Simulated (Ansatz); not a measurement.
`N[CH2][InH2]` + H₂Se → `[SeH][InH2]` + CH₃NH₂  (ligand exchange at the In–C bond)

Program: Ansatz. Geometries: PBE0-D4/def2-TZVP. ΔE: electronic, gas phase. CCSD(T)/CBS adds triple-zeta CCSD(T) − MP2 to the extrapolated MP2 energy (def2 sets, frozen cores). DFT in def2-TZVPP. HSE06 is defined as in plane-wave codes. def2 core potentials past Kr. For In, Se outer-core shells are correlated without core-valence functions, which leaves a few kJ/mol of doubt a bond. Scalar relativity is left out up to krypton. Each species was taken in one conformer, which may not be the lowest.

Question: Is it downhill or uphill in electronic energy at CCSD(T)/CBS, and by how much? (Best estimate.)

Answer: The calculation gave: Downhill: ΔE = -158.7 kJ/mol.

Question: What do these levels give: PBE-D4, r2SCANh-D4, CAM-B3LYP-D4, PBE-QIDH, PBE, revPBE, HSE06, CAM-B3LYP, LC-ωPBE, HF/def2-SVP, CCSD/def2-TZVPP, MP2/CBS(def2)? (An estimate is asked.)

Answer: The calculation gave: PBE-D4 -155.9, r2SCANh-D4 -163.9, CAM-B3LYP-D4 -156.7, PBE-QIDH -163.1, PBE -157.5, revPBE -157.9, HSE06 -162.4, CAM-B3LYP -158.0, LC-ωPBE -155.5, HF/def2-SVP -175.6, CCSD/def2-TZVPP -155.6, MP2/CBS(def2) -161.7 kJ/mol.

Largest T1 diagnostic among the species: 0.013.

In def2-TZVPP, CCSD(T) changes the Hartree–Fock value by +22.4 kJ/mol (the triples alone add +1.6 kJ/mol) and MP2 by +19.4 kJ/mol. From BLYP to BHLYP (50 % exact exchange), in def2-TZVPP and without D4, ΔE moves by −9.3 kJ/mol. Leaving LDA and LC-ωPBE aside and taking each functional with its dispersion term where it has one, the values, not all of them listed here, spread over 14.2 kJ/mol, from BHLYP-D4 to revPBE-D4. LDA lies +4.8 kJ/mol from PBE without D4.
